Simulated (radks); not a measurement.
The numbers below are computed, except where a source is named.
Isoelectronic series with 2 electrons, each ion in its NIST ground configuration. Code: a radial shooting solver on a logarithmic mesh with Libxc functionals. Model: Dirac Kohn-Sham, LDA (Slater exchange, Perdew-Wang correlation), spin-unpolarised, spherical densities, finite nucleus; Fermi nuclear charge, rms radius of each element as measured or else 0.836 A^(1/3) + 0.57 fm. Total energies (hartree) and orbital eigenvalues (hartree):

| ion | configuration | E (hartree) | 1s1/2 |
|---|---|---|---|
| He | [He] | -2.83459 | -0.57027 |
| Li+ | [He] | -7.14295 | -2.19012 |
| Be2+ | [He] | -13.44656 | -4.80694 |
| B3+ | [He] | -21.74910 | -8.42267 |
| C4+ | [He] | -32.05312 | -13.03867 |
| N5+ | [He] | -44.36097 | -18.65611 |
| O6+ | [He] | -58.67502 | -25.27615 |
| F7+ | [He] | -74.99788 | -32.90005 |
| Ne8+ | [He] | -93.33237 | -41.52919 |
| Mg10+ | [He] | -136.04900 | -61.80929 |
| Al11+ | [He] | -160.43829 | -73.46372 |
| Si12+ | [He] | -186.85349 | -86.13028 |
| P13+ | [He] | -215.29900 | -99.81111 |
| S14+ | [He] | -245.77953 | -114.5085 |
| Cl15+ | [He] | -278.30011 | -130.2249 |
| Ar16+ | [He] | -312.86616 | -146.9629 |
| K17+ | [He] | -349.48345 | -164.7255 |
| Ca18+ | [He] | -388.15806 | -183.5154 |
| Sc19+ | [He] | -428.89646 | -203.3360 |
